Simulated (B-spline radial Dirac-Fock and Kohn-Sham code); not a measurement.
**Run log: W⁵⁺**

ΔSCF core binding energies without Breit or QED terms, calculated with a B-spline atomic structure program.

Input (task.json):

```json
{"items": [{"Z": 74, "q": 5, "cfg": [[1, 0, 2], [2, 0, 2], [2, 1, 6], [3, 0, 2], [3, 1, 6], [3, 2, 10], [4, 0, 2], [4, 1, 6], [4, 2, 10], [4, 3, 14], [5, 0, 2], [5, 1, 6], [5, 2, 1]], "A": 184, "rrms": 5.3658, "do": "settings", "holes": ["K", "L3", "M5"],
  "settings": [{"rel": "dirac", "method": "hf", "nuc": "fermi", "radius_factor": 1.0, "rmax": 45.0, "h": 0.3, "order": 8, "points": 10, "c_factor": 1.0, "maxit": 60, "damp": 0.5, "ndamp": 3, "tol": 1e-08}]}]}
```

Command: `python xray2_run.py task.json out`

Ground-state iterations:

```
iter   energy (Ha)        error
   1   -16148.99370148  2.15e+00
   2   -16150.52398153  2.73e-01
   3   -16151.35123570  2.47e-02
   4   -16151.35587911  1.19e-02
   5   -16151.35706588  1.67e-03
   6   -16151.35709400  1.50e-04
   7   -16151.35709445  7.90e-05
   8   -16151.35709447  3.10e-05
   9   -16151.35709449  6.46e-06
  10   -16151.35709449  3.52e-07
```

The ground state converged in 10 iterations, with total energy -16151.35709 Ha, virial ratio 1.88818 and highest orbital energy -62.94 eV. ΔSCF binding energies: K (1s) 69941.6 eV, L3 (2p3/2) 10305.0 eV, M5 (3d5/2) 1882.3 eV.
